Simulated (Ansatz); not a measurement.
Single points on (BeTe)4 cube (Be₄Te₄).

```yaml
crystal:
  periodic: [false, false, false]
  atoms:
    - {symbol: Be, position_ang: [-0.308897, 0.337988, 1.445727]}
    - {symbol: Te, position_ang: [0.105048, -2.032972, 1.352445]}
    - {symbol: Be, position_ang: [1.390564, -0.597864, -0.093343]}
    - {symbol: Te, position_ang: [1.638182, 1.614172, 0.827084]}
    - {symbol: Be, position_ang: [-0.065155, 1.261365, -0.839248]}
    - {symbol: Te, position_ang: [-2.241013, 0.963688, 0.150426]}
    - {symbol: Be, position_ang: [-1.016511, -1.001493, -0.513129]}
    - {symbol: Te, position_ang: [0.497781, -0.544874, -2.329950]}
basis:
  gaussian: {orbitals: def2-TZVP, initial_orbitals: start.molden}
hamiltonian: {xc: {name: B3LYP}, dispersion: d4}
scf: {omitted_lower_state_checks: [starts]}
output: {orbitals: {seedname: orbitals}}
```

The file start.molden holds the orbitals of an earlier run on this structure, at another level or in another basis.

```sh
$ ansatz run in.yaml --threads 4 --pin off --events-out ev --progress --plain --max-ram 4787MiB
```

Shortened log:

```
Functional definition: B3LYP
2256 factors; their error is unknown
mean field evaluation 1: about -30796.5253 eV, gradient 7.3e0 eV
mean field evaluation 2: about -30796.5926 eV, gradient 7.7e-2 eV
mean field evaluation 4: about -30796.9214 eV, gradient 8.3e-4 eV
mean field -30796.92140976 eV, -1131.7659869057 hartree, gradient 1.9e-5 eV, S^2 0.000000; 0 other end points of the search recorded, 0 dependent functions left out
reference -30796.92166423 eV, -1131.7659962571 hartree; 56, 56 occupied and 220, 220 virtual orbitals, 2256 factors
Total energy: -30798.08870758 eV, -1131.8088843093 hartree
Checks for a lower state left out: starts
```

It took 9.5 s on 4 threads of Arm Neoverse V2 on a shared host, peak host memory 1.4 GiB.

As the first input, with `gaussian: {orbitals: def2-TZVPD, initial_orbitals: start.molden}`, `hamiltonian: {xc: pbe, dispersion: d4}` (abridged; 8 s):

```
Functional definition: PBE
mean field -30783.63959864 eV, -1131.2778893497 hartree, gradient 1.2e-5 eV, S^2 0.000000
Total energy: -30784.33234209 eV, -1131.3033472018 hartree
Checks for a lower state left out: starts
```

As the first input, with `gaussian: {orbitals: def2-TZVPD, initial_orbitals: start.molden}`, `hamiltonian: {xc: pbe0, dispersion: d4}` (abridged; 15 s):

```
Functional definition: PBE0
mean field -30786.43009742 eV, -1131.3804382884 hartree, gradient 8.6e-6 eV, S^2 0.000000
Total energy: -30787.03573226 eV, -1131.4026949581 hartree
Checks for a lower state left out: starts
```

Geometry: PBE-D4/def2-SVP.

In the def2 sets Te takes a core potential; there is no spin–orbit coupling. B3LYP takes the VWN-RPA correlation.
